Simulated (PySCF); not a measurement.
Sn(Cl)2(SiH3)2, H6Cl2Si2Sn, SMILES [SiH3][Sn]([SiH3])([Cl])[Cl], CAM-B3LYP/def2-SVP optimised geometry.

```
11

Si     2.74     1.49     1.77
Sn     1.20     0.43     0.00
Si    -1.37     0.43     0.00
Cl     1.84     1.38    -2.07
Cl     1.85    -1.84    -0.14
H      2.46     0.86     3.09
H      4.15     1.25     1.37
H      2.46     2.95     1.84
H     -1.85     1.84     0.00
H     -1.83    -0.28    -1.22
H     -1.85    -0.26     1.22
```

Density from CAM-B3LYP/def2-TZVP, def2 effective core potentials past Kr (PySCF) at that geometry. The core electrons that the potentials of Sn replace are not part of the density.

Minimum of the electron density along straight lines between bonded atoms, close to the bond critical point (lines longer than 1.1 times the sum of covalent radii, or with two minima, are not listed):

```tsv
bond	length / Å	ρ at the minimum / e bohr⁻³	∇²ρ there / e bohr⁻⁵	position (fraction from the first atom)
Si1–Sn2	2.572	0.077	-0.08	0.47
Sn2–Si3	2.571	0.077	-0.08	0.53
Sn2–Cl4	2.368	0.083	0.17	0.47
Sn2–Cl5	2.368	0.083	0.17	0.47
Si1–H6	1.487	0.121	0.14	0.49
Si1–H7	1.484	0.122	0.15	0.49
Si1–H8	1.487	0.121	0.14	0.49
Si3–H9	1.487	0.121	0.14	0.49
Si3–H10	1.484	0.122	0.15	0.49
Si3–H11	1.487	0.121	0.14	0.49
```
